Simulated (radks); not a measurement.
Spherical quantum dot in the effective-mass picture: electrons in a parabolic well V = omega^2 r^2 / 2 with omega = 0.447, with a point charge +2 (a donor) at the centre, all in effective atomic units (hartree* = m*/eps^2 hartree, bohr* = eps/m* bohr), one dielectric constant everywhere. Method: non-relativistic Kohn-Sham, LDA (Slater exchange, Perdew-Wang correlation), spin-polarised, spherical densities; computed with a radial shooting solver with Libxc functionals. Levels are named by radial order and angular momentum (1s, 1p, 1d, 2s, ...), and open shells are averaged over m.

N = 22, configuration 1s2 1p6 1d10 2s2 1f(up 2, down 0). This is the lowest configuration that the search found. Occupied and some empty levels:

| level | occupation | eigenvalue (hartree*) | <r> (bohr*) |
|---|---|---|---|
| 1s down | 1 | 5.5315 | 0.9988 |
| 1s up | 1 | 5.5321 | 1.002 |
| 2s up | 1 | 6.1664 | 3.374 |
| 2s down | 1 | 6.1787 | 3.357 |
| 1p up | 3 | 6.1928 | 3.298 |
| 1p down | 3 | 6.2039 | 3.271 |
| 1d up | 5 | 6.4013 | 3.843 |
| 1d down | 5 | 6.4156 | 3.832 |
| 1f up | 2 | 6.6236 | 4.196 |
| 1f down | 0 | 6.6392 | 4.194 |
| 2p up | 0 | 6.6592 | 3.467 |
| 2p down | 0 | 6.6679 | 3.480 |
| 1g up | 0 | 6.8669 | 4.480 |
| 1g down | 0 | 6.8828 | 4.482 |
| 2d up | 0 | 6.9696 | 3.945 |
| 2d down | 0 | 6.9788 | 3.948 |

Energy (hartree*): total 76.7859, kinetic 10.239, external 10.157, Hartree 63.235, exchange-correlation -6.8448.

Electron density:

| r (bohr*) | n(r) (e/bohr*^3) |
|---|---|
| 0.329 | 1.091 |
| 0.878 | 0.1678 |
| 1.43 | 0.05225 |
| 1.98 | 0.04568 |
| 2.53 | 0.05255 |
| 3.08 | 0.05429 |
| 3.63 | 0.04674 |
| 4.18 | 0.03214 |
| 4.72 | 0.01693 |
| 5.28 | 0.006584 |
| 5.82 | 0.001855 |
| 6.37 | 0.0003745 |
| 6.92 | 0.00005466 |
